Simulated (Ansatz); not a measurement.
C2H7BS2, 12 atoms. Total charge 0; spin multiplicity 1. The bonds changed during the relaxation, so this is another structure than the one it started from. All runs use 4 threads of an Arm Neoverse V1 on a shared host. Correlated methods freeze the cores.

(1) Give the basis size and wall time and peak host memory of each of these runs in Ansatz. RKS SPW92 (LDA)/def2-TZVPP energy; RKS PBE0-D4/def2-TZVP relaxation (8 steps); RHF-CCSD(T)/def2-SVP energy; RKS PBE0-D4/def2-TZVP frequencies; RKS PBE0-D4/def2-SVP energy; RKS PBE0-D4/def2-QZVPP energy; RKS ωB97M-V/def2-QZVPP energy; direct RPA on PBE orbitals/def2-TZVPP energy; RHF-CCSD(T)/def2-TZVPP energy; RKS CAM-B3LYP-D4/def2-TZVPP energy; RHF-MP2/def2-QZVPP energy; RKS r2SCAN-D4/def2-TZVPP energy and forces. (Best estimate.)

Results:

(1) The calculation gave: Other jobs shared the machine, so times are rough.

| level | job | functions | wall time | peak host memory (GiB) |
| --- | --- | --- | --- | --- |
| RKS PBE0-D4/def2-SVP | energy | 113 | 1.2 s | 0.26 |
| RKS SPW92 (LDA)/def2-TZVPP | energy | 275 | 1.6 s | 0.4 |
| RKS CAM-B3LYP-D4/def2-TZVPP | energy | 275 | 4.5 s | 0.89 |
| RHF-CCSD(T)/def2-SVP | energy | 113 | 6 s | 0.54 |
| RKS r2SCAN-D4/def2-TZVPP | energy and forces | 275 | 6.5 s | 0.44 |
| direct RPA on PBE orbitals/def2-TZVPP | energy | 275 | 7 s | 0.72 |
| RKS PBE0-D4/def2-QZVPP | energy | 521 | 12 s | 2.1 |
| RKS ωB97M-V/def2-QZVPP | energy | 521 | 27 s | 2.6 |
| RHF-MP2/def2-QZVPP | energy | 521 | 33 s | 3.8 |
| RKS PBE0-D4/def2-TZVP | relaxation (8 steps) | 209 | 35 s | 0.59 |
| RHF-CCSD(T)/def2-TZVPP | energy | 275 | 3.3 min | 7.2 |
| RKS PBE0-D4/def2-TZVP | frequencies | 209 | 3.5 min | 0.59 |
